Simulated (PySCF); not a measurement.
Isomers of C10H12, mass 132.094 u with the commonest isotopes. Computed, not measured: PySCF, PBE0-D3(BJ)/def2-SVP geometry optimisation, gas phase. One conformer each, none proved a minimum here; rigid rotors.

Question: Order these by out-of-plane moment Σ m c² = (Ia + Ib − Ic)/2, largest first.
A. `[CH3:1][CH2:2][c:3]1[cH:4][cH:5][c:6]2[c:7]([cH:8]1)[C@H:9]2[CH3:10]` with C1–C2–C3–C4 -91°
B. `C#C[C@@H]1C[C@H]2C=C[C@@H]1CC2`
C. `[CH3:1][C:2]([CH3:3])=[CH:4][c:5]1[cH:6][cH:7][cH:8][cH:9][cH:10]1` with C2–C4–C5–C6 -143° ((2-methylpropenyl)benzene)

Answer: B (100.52 u·Å²), A (31.36 u·Å²), C (19.59 u·Å²).

Question: Order these by rotational constant A, largest first.
A. `C#C[C@@H]1C[C@H]2C=C[C@@H]1CC2`
B. `[CH3:1][C:2]([CH3:3])=[CH:4][c:5]1[cH:6][cH:7][cH:8][cH:9][cH:10]1` with C2–C4–C5–C6 -143° ((2-methylpropenyl)benzene)
C. `[CH3:1][CH2:2][c:3]1[cH:4][cH:5][c:6]2[c:7]([cH:8]1)[C@H:9]2[CH3:10]` with C1–C2–C3–C4 -91°

Answer: C (3446 MHz), B (3377 MHz), A (2483 MHz).

Question: Order these by rotational constant C, largest first.
A. `[CH3:1][C:2]([CH3:3])=[CH:4][c:5]1[cH:6][cH:7][cH:8][cH:9][cH:10]1` with C2–C4–C5–C6 -143°
B. `[CH3:1][CH2:2][c:3]1[cH:4][cH:5][c:6]2[c:7]([cH:8]1)[C@H:9]2[CH3:10]` with C1–C2–C3–C4 -91°
C. `C#C[C@@H]1C[C@H]2C=C[C@@H]1CC2`

Answer: C (1139 MHz), B (679.4 MHz), A (641.4 MHz).

| SMILES | point group | Ia (u·Å²) | Ib (u·Å²) | Ic (u·Å²) | κ | μa (D) | μb (D) | μc (D) |
| --- | --- | --- | --- | --- | --- | --- | --- | --- |
| CC(C)=Cc1ccccc1 | C1 | 149.64 | 677.41 | 787.88 | -0.92 | 0.66 | 0.26 | 0.14 |
| C#C[C@@H]1C[C@H]2C=C[C@@H]1CC2 | C1 | 203.56 | 441.05 | 443.58 | -0.99 | 0.60 | 0.11 | 0.05 |
| CCc1ccc2c(c1)[C@H]2C | C1 | 146.64 | 659.91 | 743.84 | -0.94 | 0.19 | 0.12 | 0.16 |
